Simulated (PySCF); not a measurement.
**Dipole moment and polarisability of 5,6-dihydrotoluene**

Species: 5,6-dihydrotoluene, C₇H₁₀.
SMILES with atom numbers: `[CH3:1][C:2]1=[CH:3][CH:4]=[CH:5][CH2:6][CH2:7]1` (hydrogens: H8, H9, H10 on C1; H11 on C3; H12 on C4; H13 on C5; H14, H15 on C6; H16, H17 on C7)

Structure used (GFN2-xTB), in Å, numbered top down from 1:
```
atom  x, y, z in Å
C1     2.2579    0.4214    0.2453
C2     0.7714    0.2908    0.1802
C3    -0.0669    1.3250    0.2749
C4    -1.5030    1.1299    0.2272
C5    -2.0181   -0.0229   -0.1942
C6    -1.1195   -1.1285   -0.6658
C7     0.2141   -1.1061    0.0797
H8     2.6566   -0.1894    1.0560
H9     2.7084    0.0691   -0.6834
H10    2.5545    1.4551    0.4057
H11    0.3031    2.3330    0.3961
H12   -2.1344    1.9528    0.5287
H13   -3.0845   -0.1769   -0.2662
H14   -1.6029   -2.0986   -0.5365
H15   -0.9433   -0.9911   -1.7406
H16    0.9299   -1.7646   -0.4156
H17    0.0696   -1.4869    1.0986
```

Level: CAM-B3LYP/def2-SVPD (PySCF), static field, nuclei fixed, core orbitals frozen in the response. The polarisability tensor in these axes (au):

```
x   97.37 -0.41  3.93
y   -0.41 83.61  5.81
z    3.93  5.81 61.21
```

**Question.** Diagonalise the tensor; give its mean and Δα, where Δα² is half the sum of the squared differences of the eigenvalues.

**Answer.** Principal values 59.39, 85.00 and 97.80 au; mean 80.73 au = 11.96 Å³ = 13.31 × 10⁻⁴⁰ C²·m²/J; Δα = 33.88 au (42 % of the mean).

**Question.** What is the dipole moment, and where does it point?

**Answer.** (0.44, -0.48, -0.10) D, 0.66 D in size, pointing from the negative to the positive side. Measured along this direction, the outermost atoms are H12 at the negative end and H16 and H9 at the positive end.

**Question.** Rayleigh depolarisation ratio (linearly polarised light, static tensor)?

**Answer.** ρ = 3Δα²/(45ᾱ² + 4Δα²) = 3442.6/(293278 + 4590.2) = 0.0116.

**Question.** Orientational against electronic polarisability at 500 K (dilute gas, rigid molecules)?

**Answer.** In Gaussian units μ²/3kT = 2.12 Å³ against 11.96 Å³, a ratio of 0.18; the Debye molar polarisation (4π/3)N_A(α + μ²/3kT) is 35.5 cm³/mol, leaving out the vibrational part.

**Question.** What molar refraction does this α imply?

**Answer.** Lorentz–Lorenz: R = (4π/3)N_A α = 2.5225 cm³/(mol·Å³) × 11.96 Å³ = 30.2 cm³/mol, in the limit of long wavelengths.

**Question.** What are the principal values of the traceless quadrupole moment, Θ = ½Σq(3rr − r²1), about the centre of nuclear charge?

**Answer.** -3.66, 1.18, 2.48 D·Å. The values depend on the origin, since the dipole doesn't vanish. The electronic extent ⟨r²⟩ about the same centre is 762 bohr², a root-mean-square distance of 2.03 Å for the 52 electrons.

One conformer (not necessarily the lowest) at the GFN2-xTB geometry, without solvent, vibrations or thermal averaging.
